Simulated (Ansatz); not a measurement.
Input file for Ansatz (a quantum-chemistry and plane-wave program): U-r2SCAN/def2-TZVPP on CdH2 (SMILES [CdH2]), a point of a bond scan (R = 1.849 Å). Elements past Kr take the def2 small-core potentials; no spin–orbit coupling.

Ansatz 0.2 input:
```yaml
crystal:
  periodic: [false, false, false]
  atoms:
    - {symbol: Cd, position_ang: [0.00000000, 0.00000000, 0.00000000]}
    - {symbol: H, position_ang: [0.00000000, 0.00000000, 1.84928493]}
    - {symbol: H, position_ang: [-0.00000000, -0.00000000, -1.68116812]}
basis:
  gaussian:
    orbitals: def2-TZVPP
hamiltonian:
  xc: {name: r2SCAN}
magnetization: {spin_polarized: true, initial_magnetization: 0}
```

The head of its log:

```
WARN ansatz: RAYON_NUM_THREADS=1 ignored (pool sized by the plan → 1); use --threads N
Functional definition: r2SCAN
integrals: 0.02 GiB planned
500 factors; their error is unknown
mean field: 0.24 GiB planned
mean field evaluation 1: about -4597.0755 eV, gradient 1.5e1 eV
mean field evaluation 2: about -4596.9241 eV, gradient 2.0e1 eV
```

What total energy does the run end on?

-168.9814 hartree.
